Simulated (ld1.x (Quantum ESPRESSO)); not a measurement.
**Ranking TM potentials for chromium (Cr)**

All share these settings but for the change named:

Cr (Z = 24), norm-conserving Troullier–Martins (Kleinman–Bylander form), made with ld1.x (Quantum ESPRESSO) 7.5 (PBE, scalar-relativistic). Core [Ne], reference 3s2 3p6 3d4 4s0 4p0 (charge +2). Waves: 3p (bound): rc 1.55 bohr; 3d (bound): rc 1.00 bohr; 3s (bound): rc 1.00 bohr. Local part: the s channel. Core correction: none.

Cutoff: the first of the cutoffs (Ry, on a coarse ladder) from which the occupation-weighted sum of valence levels, in a spherical-Bessel basis at the reference potential, stays within 10 and 1 mRy of its value at 400 Ry; the density cutoff is not measured.

The base gives 180 Ry.

Of 8 variants that were run, those that failed, showed a ghost or another fault, or gave nearly equal values are left out.

A variant can come out equal or close to the base.

Task: Rank these variants from softest to hardest (loose cutoff).
A. all radii scaled by about 0.72 (s 0.72, p 1.12, d 0.72 bohr)
B. wave 3d (bound): rc 1.00 bohr becomes 3d (bound): rc 0.78 bohr
C. core [Ar], valence charge 6; reference 3d5.5 4s0.5 4p0; waves now 4s (bound): rc 2.10 bohr; 4p (bound): rc 3.90 bohr; 3d (bound): rc 1.75 bohr; local potential all-electron potential smoothed inside 2.30 bohr (lloc = -1)
D. local potential all-electron potential smoothed inside 1.30 bohr (lloc = -1)

Result: C (70 Ry), D (180 Ry), B (260 Ry), A (300 Ry).
